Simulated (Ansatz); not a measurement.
Cartesian coordinates in Å:
```
C -0.0650 0.9142 -0.3389
Si -0.6298 -0.5450 0.6331
Sb 1.8242 -0.1595 0.2483
H -0.1067 1.8942 0.1276
H -0.2136 0.9533 -1.4127
H -1.3298 -1.6274 -0.0931
H -1.1964 -0.2715 1.9737
H 1.7171 -1.1582 -1.1381
```

Total charge 0; spin multiplicity 1. Sb: def2 effective core potential.

Question: List the B3LYP/def2-TZVPP orbital energies in eV (Ansatz). (Estimate.)

Answer: Ansatz gave: Occupied: -1799.10, -276.90, -155.10, -143.65, -106.90, -106.80, -106.78, -98.99, -98.94, -98.94, -34.97, -34.93, -34.91, -34.82, -34.80, -19.23, -14.92, -13.65, -11.82, -10.24, -9.70, -8.32, -7.07, -6.36. Lowest empty: -0.98, -0.79, 0.04, 0.96, 1.16, 1.52, 2.40, 2.61.

B3LYP here is the variant with VWN-RPA as its local correlation; programs differ in this.
